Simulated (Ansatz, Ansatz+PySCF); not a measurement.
```xyz
2

Ni    0.0000    0.0000    0.0000
O     0.0000    0.0000    1.6921
```

Basis set: def2-SVP (spherical functions). Correlated methods keep 6 orbitals frozen. Correlation on ROHF uses semicanonical orbitals with singles. Charge 0, multiplicity 3.

Computed with Ansatz (development build ahead of 0.2.0); each method stands on the lowest determinant of its kind that the runs found. Restricted functionals stand beside restricted open-shell atoms, which can lie above the unrestricted atoms usual in DFT and then raise those values.

The atomization energy at this shape (free ground-state atoms in the same class of orbitals less the molecule, no zero-point energy) of triplet NiO:

```csv
method,atomization energy
ωB97X (unrestricted),75.09 kcal/mol
r²SCAN (unrestricted),94.17 kcal/mol
r²SCAN (restricted open-shell),95.60 kcal/mol
PBE (unrestricted),114.14 kcal/mol
PBE (restricted open-shell),114.69 kcal/mol
PBE0 (unrestricted),73.77 kcal/mol
ROHF-MP2,53.99 kcal/mol
UHF,5.01 kcal/mol
ROHF,-31.86 kcal/mol
```

What does UHF-MP2 give?

28.69 kcal/mol. Caution: another spin multiplicity may lie lower. Caution for ROHF-MP2, ROHF: an unrestricted determinant lies well below. Caution for UHF-MP2, UHF: the unrestricted determinant is a mixture of spin states. Caution for ROHF: the molecule lies well above its atoms at this level.
